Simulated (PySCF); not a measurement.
Isomers of C2H13Ge3N, mass 272.868 u with the commonest isotopes. Level of theory: PBE0-D3(BJ)/def2-SVP geometry optimisation, gas phase in PySCF. One conformer each, none proved a minimum here; rigid rotors.

Question: Order these by rotational constant A, smallest first.
A. `[CH3:1][CH2:2][NH:3][GeH2:4][GeH2:5][GeH3:6]` with C1–C2–N3–Ge4 -83°, C2–N3–Ge4–Ge5 67°, N3–Ge4–Ge5–Ge6 173°
B. `[CH3:1][N:2]([CH3:3])[GeH:4]([GeH3:5])[GeH3:6]` with C1–N2–Ge4–Ge5 -72°
C. `[CH3:1][N:2]([CH3:3])[GeH2:4][GeH2:5][GeH3:6]` with C1–N2–Ge4–Ge5 -69°, N2–Ge4–Ge5–Ge6 64°

Answer: B (1031 MHz), C (1445 MHz), A (2288 MHz).

Question: Order these by radius of gyration √(Σ m r²/M), smallest first.
A. `[CH3:1][N:2]([CH3:3])[GeH:4]([GeH3:5])[GeH3:6]` with C1–N2–Ge4–Ge5 -72°
B. `[CH3:1][CH2:2][NH:3][GeH2:4][GeH2:5][GeH3:6]` with C1–C2–N3–Ge4 -83°, C2–N3–Ge4–Ge5 67°, N3–Ge4–Ge5–Ge6 173°
C. `[CH3:1][N:2]([CH3:3])[GeH2:4][GeH2:5][GeH3:6]` with C1–N2–Ge4–Ge5 -69°, N2–Ge4–Ge5–Ge6 64°

Answer: A (2.039 Å), C (2.097 Å), B (2.290 Å).

Question: Order these by dipole moment, largest first.
A. `[CH3:1][CH2:2][NH:3][GeH2:4][GeH2:5][GeH3:6]` with C1–C2–N3–Ge4 -83°, C2–N3–Ge4–Ge5 67°, N3–Ge4–Ge5–Ge6 173°
B. `[CH3:1][N:2]([CH3:3])[GeH2:4][GeH2:5][GeH3:6]` with C1–N2–Ge4–Ge5 -69°, N2–Ge4–Ge5–Ge6 64°
C. `[CH3:1][N:2]([CH3:3])[GeH:4]([GeH3:5])[GeH3:6]` with C1–N2–Ge4–Ge5 -72°

Answer: A (1.11 D), C (0.68 D), B (0.54 D).

```json
{"SMILES": "C[N](C)[GeH2][GeH2][GeH3]", "point group": "C1", "Ia (u·Å²)": "349.69", "Ib (u·Å²)": "938.32", "Ic (u·Å²)": "1112.22", "κ": "-0.83", "μa (D)": "0.33", "μb (D)": "0.30", "μc (D)": "0.31"}
{"SMILES": "CC[NH][GeH2][GeH2][GeH3]", "point group": "C1", "Ia (u·Å²)": "220.88", "Ib (u·Å²)": "1233.96", "Ic (u·Å²)": "1407.75", "κ": "-0.95", "μa (D)": "0.89", "μb (D)": "0.55", "μc (D)": "0.37"}
{"SMILES": "C[N](C)[GeH]([GeH3])[GeH3]", "point group": "C1", "Ia (u·Å²)": "490.07", "Ib (u·Å²)": "725.85", "Ic (u·Å²)": "1053.61", "κ": "-0.21", "μa (D)": "0.16", "μb (D)": "0.64", "μc (D)": "0.17"}
```
